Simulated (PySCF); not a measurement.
**Oscillator strengths, rates and cross-sections**

(Me)3Si-O-SiH3, C3H12OSi2.
Cartesian coordinates in Å at the PBE0-D3(BJ)/def2-SVP level; atoms count from 1:
```
atom  x, y, z in Å
Si1    0.397    0.044   -0.235
C2     1.764   -1.056   -0.877
C3     0.900    0.890    1.362
C4    -0.112    1.310   -1.518
O5    -0.917   -0.949    0.076
Si6   -2.318   -1.047    0.941
H7     1.439   -1.594   -1.781
H8     2.661   -0.470   -1.132
H9     2.050   -1.805   -0.122
H10    1.776    1.541    1.211
H11    0.083    1.517    1.754
H12    1.161    0.150    2.135
H13   -0.945    1.930   -1.151
H14   -0.441    0.817   -2.446
H15    0.725    1.983   -1.768
H16   -3.289   -1.908    0.205
H17   -2.066   -1.644    2.289
H18   -2.926    0.309    1.136
```

Method used: TDDFT CAM-B3LYP/def2-SVPD, vertical, gas phase, core orbitals frozen in the response in PySCF 2.14.0, density-fitted response routines.

Computed singlets with f of 0.002 or more:

```
state  λ (nm)       f
   S1   168.6  0.0083
   S2   164.3   0.016
   S3   155.5   0.016
   S4   153.7   0.027
   S5   147.0   0.121
   S6   145.1   0.091
   S7   143.5  0.0055
   S8   141.2   0.011
   S9   140.7   0.021
  S10   140.0  0.0069
```

Q: Turn these into Einstein A coefficients, radiative lifetimes, transition dipoles and integrated cross-sections.

A: A / s⁻¹ = 0.6670 f (ν̃ / cm⁻¹)² and τ = 1/A in vacuum; |μ| follows from f = (2/3) ΔE |μ|² (atomic units, 1 au = 2.5417 D); ∫σ dE = 109.76 f Mb·eV.

```tsv
state	A (s⁻¹)	τ	|μ| (D)	∫σ dE (Mb·eV)
S1	2.0×10⁷	51 ns	0.55	0.92
S2	4.0×10⁷	25 ns	0.76	1.8
S3	4.4×10⁷	23 ns	0.72	1.7
S4	7.6×10⁷	13 ns	0.94	3
S5	3.7×10⁸	2.7 ns	1.95	13
S6	2.9×10⁸	3.5 ns	1.67	9.9
S7	1.8×10⁷	57 ns	0.41	0.6
S8	3.7×10⁷	27 ns	0.57	1.2
S9	7.2×10⁷	14 ns	0.80	2.3
S10	2.3×10⁷	43 ns	0.45	0.75
```

Leading configurations: S1 H→L (70%); S2 H-1→L (70%); S3 H→L+1 (38%); S4 H-1→L+1 (26%); S5 H→L+1 (30%); S6 H-1→L+1 (37%); S7 H→L+3 (37%); S8 H-2→L+1 (21%); S9 H-1→L+2 (23%); S10 H-1→L+3 (31%) (H = HOMO, L = LUMO).

These lifetimes count emission to the ground state at the vertical energy alone; relaxation of the geometry and all other decay channels are left out.

Q: By what factor does the largest A in the list exceed the smallest?

A: S5 has 21 times the rate of S7.

Q: How much energy does a mole of photons resonant with S5 carry?

A: 8.432 eV × 96.485 = 814 kJ/mol (194 kcal/mol).

Q: What is the integrated cross-section of all computed states together?

A: Σf = 0.324 over S1 to S10, so 109.76 × Σf ≈ 35.5 Mb·eV.
